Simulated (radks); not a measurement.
The numbers below are computed, except where a source is named.
Q: Species: V3+. Configuration: [Ar] 3d1 4p1 (not the ground configuration). Code: a radial shooting solver on a logarithmic mesh with Libxc functionals. Model: non-relativistic Kohn-Sham, PBE, spin-polarised, spherical densities, point nucleus; open shells are filled with parallel spins first. Some entries of the table are withheld. Estimate them.

orbital,occ.,eigenvalue (hartree),<r^2> (bohr^2),r(max) (bohr)
1s up,1,-197.3352,0.006033,0.04410
1s down,1,-197.3333,0.006033,0.04410
2s up,1,-23.56229,0.1143,0.2582
2s down,1,-23.54280,0.1141,0.2581
2p up,3,-20.13181,0.09326,0.2092
2p down,3,-20.11584,0.09310,0.2092
3s up,1,-4.11335,0.9947,(1)
3s down,1,-4.06053,0.9953,(2)
3p up,3,-3.16376,1.109,0.8324
3p down,3,-3.11100,1.109,0.8329
3d up,1,-1.67102,1.479,0.8206
3d down,0,-1.61718,1.473,0.8221
4p up,1,-0.92863,8.311,2.481

A: 
(1) 3s up r(max) (bohr): 0.8169
(2) 3s down r(max) (bohr): 0.8173
